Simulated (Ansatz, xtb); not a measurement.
## C2H11BN2: which of two isomers lies lower

We compare I, `CC[B@H-](N)[NH3+]`, a singlet, with II, `C[NH2+][B@H-](C)N`, a singlet. Both are isolated molecules in the gas phase, relaxed with PBE0-D3(BJ)/def2-SVP; the shapes shown needn't be the lowest conformers.

I (Å):

```yaml
atoms:
  - { symbol: C, position_ang: [-0.9146, -0.5942, -1.0392] }
  - { symbol: C, position_ang: [0.4073, 0.1181, -0.7593] }
  - { symbol: B, position_ang: [1.7382, -0.8044, -0.8144] }
  - { symbol: N, position_ang: [1.8909, -1.6917, -2.0093] }
  - { symbol: N, position_ang: [1.5845, -1.8915, 0.4814] }
  - { symbol: H, position_ang: [-1.1419, -1.3739, -0.2881] }
  - { symbol: H, position_ang: [-1.7810, 0.0879, -1.0392] }
  - { symbol: H, position_ang: [-0.9110, -1.1012, -2.0189] }
  - { symbol: H, position_ang: [0.3378, 0.6440, 0.2122] }
  - { symbol: H, position_ang: [0.5432, 0.9250, -1.5018] }
  - { symbol: H, position_ang: [2.7642, -0.1911, -0.4988] }
  - { symbol: H, position_ang: [1.1666, -1.5989, -2.7144] }
  - { symbol: H, position_ang: [2.7876, -1.6328, -2.4774] }
  - { symbol: H, position_ang: [1.5942, -1.4453, 1.3988] }
  - { symbol: H, position_ang: [0.7192, -2.4240, 0.3784] }
  - { symbol: H, position_ang: [2.3564, -2.5544, 0.4205] }
```

II (Å):

```xyz
16

C     1.7090    0.6233    0.6843
C    -1.7383   -1.3019    0.5063
B    -0.5438   -0.4554   -0.1770
N     0.5275   -0.1338    1.0910
N     0.2723   -1.1973   -1.1925
H     2.4451    0.7236    1.4960
H     1.3919    1.6190    0.3472
H     2.1495    0.0904   -0.1692
H     0.0180    0.3376    1.8389
H     0.8040   -1.0497    1.4504
H    -0.8705    0.6869   -0.5225
H    -1.4115   -2.3039    0.8476
H    -2.2073   -0.8025    1.3732
H    -2.5464   -1.4709   -0.2244
H     0.3954   -0.7248   -2.0806
H    -0.0485   -2.1408   -1.3858
```

Energies in hartree; the thermal terms are from GFN2-xTB frequencies at re-optimised GFN2-xTB minima (ideal gas, soft modes damped towards free rotors, one conformer each, 298.15 K, 1 atm) and include the zero-point energy:

|  | I | II |
| --- | --- | --- |
| E, CCSD(T)/def2-SVP | −216.442705 | −216.439746 |
| E, MP2/def2-SVP | −216.355096 | −216.351355 |
| E, MP2/def2-TZVPP | −216.774727 | −216.769500 |
| zero-point energy | 0.141338 | 0.141380 |
| H(298 K) − E | 0.150580 | 0.150450 |
| G(298 K) − E | 0.110068 | 0.110346 |

Problem. Correct the CCSD(T) difference for the basis set by the MP2 change, then work out ΔE, ΔE₀, ΔH and ΔG for I → II in kJ/mol (1 Eh = 2625.50 kJ/mol) and the equilibrium ratio [II]/[I].

Solution. 1. Differences II − I: CCSD(T) +0.002959, MP2 in the small set +0.003741, MP2 in the large set +0.005227 Eh.
2. ΔE = +0.002959 + (+0.005227 − (+0.003741)) = +0.004445 Eh = +11.67 kJ/mol.
3. ΔE₀ = ΔE + ΔZPE = +0.004445 + (+0.000042) Eh = +11.78 kJ/mol.
4. ΔH = ΔE + (−0.000130) Eh = +11.33 kJ/mol.
5. ΔG = ΔE + (+0.000278) Eh = +12.40 kJ/mol, so ΔS = (ΔH − ΔG)/T = −3.6 J/(mol K).
6. kT = 0.9442 mEh, so K = [II]/[I] = exp(−ΔG/kT) = exp(−5.00) ≈ 0.0067.

Structure I is favoured at this temperature. An error of 4 kJ/mol in ΔG would change K by a factor of 5. GFN2-xTB, HF/STO-3G gave ΔE the other sign. Mirror images and further conformers aren't counted.

As drawn, II has 1 C–N, 1 C–H in place of 1 C–C, 1 N–H.

Other levels gave ΔE = −7.9 (GFN2-xTB); −5.9 (HF/STO-3G, GFN2-xTB geometries); +6.3 (r2SCAN-D4/def2-SVP, GFN2-xTB geometries); +8.5 (PBE0-D3(BJ)/def2-SVP); +5.7 (HF/def2-SVP); +9.8 (MP2/def2-SVP); +7.8 (CCSD(T)/def2-SVP) kJ/mol. The correlated steps freeze 5 core orbitals. Programs: Ansatz 0.2.0, xtb 6.7.1.
